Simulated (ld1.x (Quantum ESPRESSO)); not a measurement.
Results of a calculation; reference values are marked as such.
## Potentials for lead compared

Generated with ld1.x 7.5 (TM, RRKJ, ultrasoft, PAW), atompaw 4.2 or ONCVPSP 4.0.1. The cutoff is in Ry: for ld1.x and atompaw files where the sum of valence levels is converged to 10 mRy in a Bessel basis, for ONCV files where the hardest occupied wave has 1 mHa per electron of residual kinetic energy. The error is the largest all-electron minus pseudo excitation energy over each file’s own four to seven test configurations (ionisations up to +4, promotions, holes and added fractions of an electron), all of which were solved. The labels leave out finer settings (local radius, basis sizes, second energies), which also bear on the numbers. Spin-polarised tests are not counted. The rows are a selection from randomly drawn settings: files with unsolved tests, undetermined cutoffs or missed reference levels are left out.

A true bound ghost makes a file unfit for plane-wave use even where its test errors are small: the radial tests pick states by their node count and pass the ghost by.

| potential | cutoff (Ry) | largest error (meV) | bound ghosts |
| --- | --- | --- | --- |
| TM, PBE, scalar-relativistic, rc 1.95/2.05/1.60/1.80 (spdf), local f, core correction no, reference 5d10 6s1.5 6p2.5 | 55 | -133 | s, p |
| TM, LDA (PZ), non-relativistic, rc 2.00/2.75/1.85 (spd), local smoothed, core correction yes, reference 5d10 6s2 6p1.5 | 55 | -137 | s |
| RRKJ, BLYP, fully relativistic, rc 1.80/1.95/2.05/2.25 (spdf), local smoothed, core correction yes, reference 5d10 6s2 6p2 | 40 | +403 | s |

Task: Fill in the row for Pb: TM, LDA (PZ), scalar-relativistic, rc 1.50/1.80 (sp), local smoothed, core correction yes, reference 6s2 6p1.5.

Result: cutoff 45 Ry, largest error -555 meV, bound ghosts: s, p, d.

Task: Fill in the row for Pb: TM, PBEsol, scalar-relativistic, rc 1.80/2.80/1.60 (spd), local p, core correction yes, reference 5d10 6s2 6p2.

Result: cutoff 55 Ry, largest error -214 meV, bound ghosts: none.

Task: Fill in the row for Pb: TM, PBE, fully relativistic, rc 1.80/2.45/1.50 (spd), local s, core correction yes, reference 5d10 6s2 6p1.5.

Result: cutoff 55 Ry, largest error -209 meV, bound ghosts: none.
